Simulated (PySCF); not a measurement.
Br3In (SMILES [Br][In]([Br])[Br]), singlet, at a GFN2-xTB geometry (such geometries of metal compounds can be far from the true shape) (all electrons, no relativity). Base run: PySCF with BLYP/STO-3G.

Geometry (Å):
```xyz
4

In     0.0000     0.0000     0.0000
Br    -1.9888    -1.4884    -0.1943
Br     0.0065     2.2237    -1.1241
Br     1.9824    -0.7353     1.3184
```
Charge 0, spin multiplicity 1.
All else is at PySCF's defaults.

Variants of this job, named by their change:

```json
[
 {"change": "base", "E (Eh)": "-13322.55491", "HOMO (eV)": "-3.52", "HOMO-LUMO gap (eV)": "4.09", "core-seconds (rough)": "4"},
 {"change": "functional = pbe0; dispersion = d3bjm", "E (Eh)": "-13322.18459", "HOMO (eV)": "-5.34", "HOMO-LUMO gap (eV)": "6.39", "core-seconds (rough)": "6"},
 {"change": "functional = b3lyp", "E (Eh)": "-13323.03032", "HOMO (eV)": "-4.97", "HOMO-LUMO gap (eV)": "5.87", "core-seconds (rough)": "7"},
 {"change": "functional = wb97x_v", "E (Eh)": "-13322.31295", "HOMO (eV)": "-7.66", "HOMO-LUMO gap (eV)": "10.73", "core-seconds (rough)": "100"},
 {"change": "functional = m062x", "E (Eh)": "-13323.35607", "HOMO (eV)": "-6.58", "HOMO-LUMO gap (eV)": "8.24", "core-seconds (rough)": "10"},
 {"change": "functional = b3lyp5", "E (Eh)": "-13322.41161", "HOMO (eV)": "-4.87", "HOMO-LUMO gap (eV)": "5.87", "core-seconds (rough)": "7"},
 {"change": "functional = wb97m_v", "E (Eh)": "-13323.50234", "HOMO (eV)": "-7.45", "HOMO-LUMO gap (eV)": "10.40", "core-seconds (rough)": "100"},
 {"change": "functional = m06", "E (Eh)": "-13322.88882", "HOMO (eV)": "-5.18", "HOMO-LUMO gap (eV)": "6.19", "core-seconds (rough)": "10"},
 {"change": "functional = pw91,pw91", "E (Eh)": "-13323.43271", "HOMO (eV)": "-3.84", "HOMO-LUMO gap (eV)": "4.18", "core-seconds (rough)": "10"},
 {"change": "functional = pbe", "E (Eh)": "-13321.15781", "HOMO (eV)": "-3.77", "HOMO-LUMO gap (eV)": "4.17", "core-seconds (rough)": "6"},
 {"change": "functional = bhandhlyp", "E (Eh)": "-13323.61814", "HOMO (eV)": "-6.54", "HOMO-LUMO gap (eV)": "8.44", "core-seconds (rough)": "7"},
 {"change": "functional = lc_wpbe", "E (Eh)": "-13321.37622", "HOMO (eV)": "-8.14", "HOMO-LUMO gap (eV)": "11.16", "core-seconds (rough)": "30"},
 {"change": "functional = b97-1", "E (Eh)": "-13322.49259", "HOMO (eV)": "-4.87", "HOMO-LUMO gap (eV)": "6.00", "core-seconds (rough)": "6"}
]
```

Totals shift with the method and basis; they matter in differences.
